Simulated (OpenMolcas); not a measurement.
F4+: effect of the basis set

| Quantity | Value |
| --- | --- |
| Program | OpenMolcas 26.06 |
| Method | SS-CASPT2, IPEA 0.25 Eh, imaginary shift 0.1 Eh (closed shells correlated: 1s) |
| Active space | 3 electrons in 4 orbitals (2s 2p) |
| State averaging | 2S+1 = 4 odd, 1 root; 2S+1 = 2 odd, 11 roots (8 in the spin-orbit step); 2S+1 = 4 even, 3 roots; 2S+1 = 2 even, 9 roots |
| Spin-orbit coupling | RASSI with atomic mean-field integrals over the reference wave functions, term energies averaged over their components |

A. ANO-L-VTZP [4s3p2d1f], non-relativistic, point nucleus; CASPT2 step roughly 1.5 core-seconds
B. ANO-RCC-VTZP [4s3p2d1f], DKH2, point nucleus; CASPT2 step roughly 1.5 core-seconds
C. ANO-R2 [4s4p2d1f], X2C, finite nucleus; CASPT2 step about 1.7 core-seconds
D. ANO-R3 [4s4p2d1f], X2C, finite nucleus; CASPT2 step of the order of 1.3 core-seconds
E. ANO-RCC-VQZP [5s4p3d2f1g], DKH2, point nucleus; CASPT2 step about 1.8 core-seconds

Energies in cm-1 above 2s2 2p 2P* 1/2, the measured ground level; measured values from Moore, Atomic Energy Levels, vol. I, NSRDS-NBS 35 (1971 reprint of NBS Circular 467, 1949).

| Level | A | B | C | D | E | Measured |
| --- | --- | --- | --- | --- | --- | --- |
| 2s2 2p 2P* 1/2 | 0.0 | 0.0 | 0.0 | 0.0 | 0.0 | 0.0 |
| 2s2 2p 2P* 3/2 | 699 | 701 | 682 | 682 | 688 | 746 |
| 2s 2p2 4P 1/2 | 83590 | 84480 | 84420 | 84420 | 84500 |  |
| 2s 2p2 4P 3/2 | 83840 | 84740 | 84660 | 84660 | 84750 |  |
| 2s 2p2 4P 5/2 | 84260 | 85150 | 85060 | 85060 | 85160 |  |
| 2s 2p2 2D 3/2 | 152920 | 153780 | 153280 | 153280 | 152850 | 152898 |
| 2s 2p2 2D 5/2 | 152930 | 153780 | 153280 | 153280 | 152860 | 152876 |
| 2s 2p2 2S 1/2 | 198530 | 199360 | 198340 | 198340 | 197730 | 197565 |
| 2s 2p2 2P 1/2 | 216560 | 217310 | 216830 | 216830 | 216280 | 214881 |
| 2s 2p2 2P 3/2 | 217040 | 217800 | 217300 | 217300 | 216760 | 215348 |
| 2p3 4S* 3/2 | 274340 | 276120 | 275360 | 275360 | 275550 |  |

Deviations, from unrounded energies. A percentage is the sum of absolute deviations over the sum of measured energies, with the sign that they share, or ± where signs differ.

```
                  Against measurement  Levels     A     B     C     D     E
       mean absolute deviation (cm-1)       6   740  1400   920   920   520
fine structure of the ground term (%)       1  -6.3  -6.0  -8.6  -8.6  -7.8
             other configurations (%)       5  +0.5  +0.9  +0.6  +0.6  ±0.3
```

E lies closest to measurement on these levels and B furthest from it. The largest miss of E in the table is 2s 2p2 2P 3/2, by +1400 cm-1. The ranking rests on the paired levels alone, and a cruder setting can come out closer through cancelling errors.

Among A to E the level of the table that moves most is 2p3 4S* 3/2, by 1800 cm-1 (lowest in A, highest in B). Moves below CASPT2's spread within the term are not significant.

Measured partners are found by configuration, term and J. A level has none where our copy of the source lacks it or the pairing is in doubt (some pairs that miss far off the trend of their configuration count as doubtful), and it then counts in no deviation. Levels of configurations outside the active space are missing. Levels that lie high or do not pair safely by name in every column are left out.

* marks odd parity.
